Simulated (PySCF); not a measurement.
## Distorted geometries of [TaH6]−

[TaH6]− (singlet). PySCF 2.14.0, RKS r2SCAN, Ta def2-SVP with ECP60, H def2-SVP; non-relativistic Hamiltonian with scalar-relativistic core potentials where named; density fitting; no spin-orbit coupling. Relaxed geometry:

```xyz
7

Ta    0.0000    0.0000    0.0997
H     1.6771    0.0000    0.8472
H    -0.8386    1.4524    0.8472
H    -0.8386   -1.4524    0.8472
H     1.1662    0.0000   -1.2492
H    -0.5831    1.0100   -1.2492
H    -0.5831   -1.0100   -1.2492
```

Question: Order these distorted geometries by energy above the relaxed one, lowest first.
A.
```xyz
7

Ta   -0.0273    0.0484    0.1122
H     1.7092   -0.0365    0.8263
H    -0.8884    1.5584    0.8581
H    -0.8119   -1.4709    0.9003
H     1.1142    0.0001   -1.2574
H    -0.5555    0.9535   -1.2416
H    -0.5404   -1.0531   -1.3041
```
B.
```xyz
7

Ta   -0.0286    0.0356    0.1120
H     1.7283   -0.1469    0.9130
H    -0.8653    1.3800    0.8197
H    -0.7902   -1.4244    0.8463
H     1.1158    0.1179   -1.3426
H    -0.6150    0.9878   -1.2833
H    -0.5452   -0.9501   -1.1713
```
C.
```xyz
7

Ta   -0.0228    0.0062    0.1387
H     1.6687   -0.0101    0.8585
H    -0.8325    1.4820    0.7942
H    -0.8261   -1.4577    0.8239
H     1.1892   -0.0309   -1.2755
H    -0.6332    1.0443   -1.2444
H    -0.5434   -1.0338   -1.2016
```

Answer: C (0.08 eV), A (0.14 eV), B (0.21 eV).

Question: Which forces (eV/Å) act in the one that lies 0.21 eV up?

Answer: 
```
Ta   2.55 -0.47 -0.20
H   -0.68  0.25 -0.32
H   -0.69  1.00  0.42
H   -0.24 -0.23  0.07
H   -0.28 -0.07  0.64
H   -0.12  0.10  0.13
H   -0.54 -0.57 -0.74
```
Forces carry noise of the integration grid, about 0.01 to 0.03 eV/Å.

No frequency check is given that shows the relaxed geometry to be a minimum.
